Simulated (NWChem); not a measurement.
Species: ZnOH, doublet; SMILES [OH][Zn]

In the optimisation the excess spin sits in a' (Cs, its own frame). The spin multiplicity was typed, not searched, and may not be the lowest.

**Question.** Give the equilibrium geometry at PBE0/def2-SVP, spin-unrestricted (NWChem) as a Z-matrix, with the point group.

**Answer.** point group Cs; any orientation.
```
O
H 1 0.9653
Zn 1 1.8170 2 111.69
```
